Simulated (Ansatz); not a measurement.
Z-matrix (Å, degrees):
```
C
Al 1 1.950
H 1 1.095 2 110.8
H 1 1.093 2 112.9 3 120.5
H 1 1.094 2 111.3 3 -118.4
C 2 1.958 1 119.3 3 -106.9
F 2 1.946 1 111.2 3 -159.1
H 2 1.586 1 123.3 3 68.3
C 6 1.487 2 127.8 1 0.8
H 6 1.090 2 119.6 1 177.4
H 9 1.096 6 106.8 2 109.2
H 9 1.091 6 112.6 2 -8.5
H 9 1.094 6 113.0 2 -132.7
```

Total charge 0; spin multiplicity 1. The bonds changed during the relaxation, so this is another structure than the one it started from.

(1) List the r2SCAN/def2-TZVPP orbital energies in eV (Ansatz 0.2.0). (An estimate is asked.)

## Answers

(1) The calculation gave: Occupied: -1516.34, -666.70, -274.57, -273.28, -272.04, -109.85, -70.19, -70.00, -69.95, -31.48, -20.04, -17.36, -16.00, -12.86, -12.18, -11.62, -10.58, -10.07, -9.71, -9.66, -9.20, -8.66, -6.80, -6.46. Lowest empty: -0.70, 0.30, 0.81, 1.37, 1.98, 2.57, 2.80, 3.03.
